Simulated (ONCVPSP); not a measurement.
**An all-electron radial function and its pseudo partner (In (Z = 49))**

Columns: radius, all-electron u(r) and pseudo u(r) of the 4p shell (level -78.57 eV) of indium in the configuration [Ar] 3d10 4s2 4p6 4d10 5s1.75 5p1.25; PBE, scalar-relativistic, ONCV scheme, ONCVPSP 4.0.1.

```json
{"r (bohr)": "0.075", "all-electron": "0.4134", "pseudo": "0.0252"}
{"r (bohr)": "0.150", "all-electron": "-0.1600", "pseudo": "0.0979"}
{"r (bohr)": "0.225", "all-electron": "-0.6143", "pseudo": "0.2114"}
{"r (bohr)": "0.300", "all-electron": "-0.5841", "pseudo": "0.3554"}
{"r (bohr)": "0.375", "all-electron": "-0.2453", "pseudo": "0.5170"}
{"r (bohr)": "0.450", "all-electron": "0.1875", "pseudo": "0.6819"}
{"r (bohr)": "0.525", "all-electron": "0.5813", "pseudo": "0.8360"}
{"r (bohr)": "0.600", "all-electron": "0.8807", "pseudo": "0.9667"}
{"r (bohr)": "0.675", "all-electron": "1.0737", "pseudo": "1.0643"}
{"r (bohr)": "0.750", "all-electron": "1.1721", "pseudo": "1.1234"}
{"r (bohr)": "0.825", "all-electron": "1.1958", "pseudo": "1.1431"}
{"r (bohr)": "0.900", "all-electron": "1.1661", "pseudo": "1.1261"}
{"r (bohr)": "0.975", "all-electron": "1.1013", "pseudo": "1.0777"}
{"r (bohr)": "1.050", "all-electron": "1.0159", "pseudo": "1.0054"}
{"r (bohr)": "1.125", "all-electron": "0.9208", "pseudo": "0.9176"}
{"r (bohr)": "1.200", "all-electron": "0.8234", "pseudo": "0.8228"}
{"r (bohr)": "1.275", "all-electron": "0.7286", "pseudo": "0.7284"}
{"r (bohr)": "1.350", "all-electron": "0.6392", "pseudo": "0.6391"}
{"r (bohr)": "1.425", "all-electron": "0.5571", "pseudo": "0.5570"}
{"r (bohr)": "1.500", "all-electron": "0.4828", "pseudo": "0.4827"}
{"r (bohr)": "1.575", "all-electron": "0.4165", "pseudo": "0.4165"}
{"r (bohr)": "1.650", "all-electron": "0.3580", "pseudo": "0.3579"}
{"r (bohr)": "1.725", "all-electron": "0.3068", "pseudo": "0.3067"}
{"r (bohr)": "1.800", "all-electron": "0.2621", "pseudo": "0.2621"}
{"r (bohr)": "1.875", "all-electron": "0.2235", "pseudo": "0.2234"}
{"r (bohr)": "1.950", "all-electron": "0.1902", "pseudo": "0.1901"}
```

**Question.** How many radial nodes do the two functions have?

**Answer.** The all-electron 4p function has n − l − 1 = 2; the pseudo-wave has 0, since the states of the same l below it are removed with the core.

**Question.** At about which radius was the pseudo-wave matched?

**Answer.** 1.30 bohr, where the columns begin to agree (steps of 0.07 bohr).

**Question.** Where does each function peak?

**Answer.** Outermost all-electron maximum near 0.82 bohr, pseudo maximum near 0.82 bohr (to the table’s step).

**Question.** Is the pseudo-wave norm-conserving?

**Answer.** Yes: the ONCV scheme keeps the norm inside the radius equal to the all-electron one, which fixes the energy derivative of the logarithmic derivative at the level.
